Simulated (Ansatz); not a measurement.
Geometry optimisation, RKS B3LYP/6-31G* in Ansatz 0.2.0.

input.yaml

```yaml
crystal:
  periodic: [false, false, false]
  atoms:
    - { symbol: B, position_ang: [-0.009139, -0.482834, -0.244521] }
    - { symbol: H, position_ang: [0.000471, -0.77779, 0.911428] }
    - { symbol: O, position_ang: [1.127797, -0.507492, -0.99579] }
    - { symbol: H, position_ang: [1.882906, -0.815261, -0.477804] }
    - { symbol: O, position_ang: [-1.153919, -0.079323, -0.867927] }
    - { symbol: H, position_ang: [-1.916597, -0.149012, -0.279285] }
    - { symbol: Si, position_ang: [0.074637, 2.355918, 1.139945] }
    - { symbol: H, position_ang: [0.683467, 3.267755, 2.148261] }
    - { symbol: H, position_ang: [0.769686, 2.527979, -0.156227] }
    - { symbol: H, position_ang: [-1.366162, 2.686961, 0.985155] }
    - { symbol: H, position_ang: [0.207054, 0.962801, 1.590164] }
basis:
  gaussian: { orbitals: "6-31G*" }
hamiltonian:
  xc: b3lyp
relax:
  f_tol: 0.03
  max_steps: 50
```

Run as:

```bash
$ ansatz run input.yaml --threads 1 --pin off --max-ram 2048MiB --backend cpu --events-out ev --progress --plain --runs-dir out
```

**Question.** Where does it end, and by what steps?

**Answer.** It converged. The force dipped under the threshold on the way, but the program's further checks kept it going. After 40 steps the energy has fallen by 0.325 eV; H2 moved furthest, 2.16 Å.

| step | energy less start (eV) | largest force component (eV/Å) | accepted |
| --- | --- | --- | --- |
| 0 | 0.0000 | 0.610 | yes |
| 2 | -0.2182 | 0.212 | yes |
| 4 | -0.2801 | 0.265 | yes |
| 6 | -0.2951 | 0.113 | yes |
| 8 | -0.3002 | 0.028 | yes |
| 10 | -0.3053 | 0.157 | yes |
| 12 | -0.3087 | 0.070 | yes |
| 14 | -0.3095 | 0.346 | no |
| 16 | -0.3129 | 0.037 | yes |
| 18 | -0.3155 | 0.197 | yes |
| 20 | -0.3181 | 0.085 | yes |
| 22 | -0.3200 | 0.168 | yes |
| 24 | -0.3212 | 0.114 | yes |
| 26 | -0.3222 | 0.072 | yes |
| 28 | -0.3228 | 0.065 | yes |
| 30 | -0.3234 | 0.056 | yes |
| 32 | -0.3238 | 0.055 | yes |
| 34 | -0.3242 | 0.082 | yes |
| 36 | -0.3244 | 0.033 | yes |
| 38 | -0.3246 | 0.041 | yes |
| 40 | -0.3248 | 0.012 | yes |

```xyz
11
Properties=species:S:1:pos:R:3
B 0.050 -1.133 -0.562
H -0.683 -2.082 -0.668
O 1.378 -1.214 -0.845
H 1.627 -2.103 -1.130
O -0.420 0.080 -0.149
H -1.368 0.057 0.034
Si -0.050 3.066 1.408
H -0.066 4.370 2.127
H 0.560 3.259 0.070
H -1.456 2.601 1.265
H 0.728 2.087 2.205
```

The run took 2.2 min on 1 thread of Arm Neoverse V2 (shared host), peak memory 0.15 GiB.
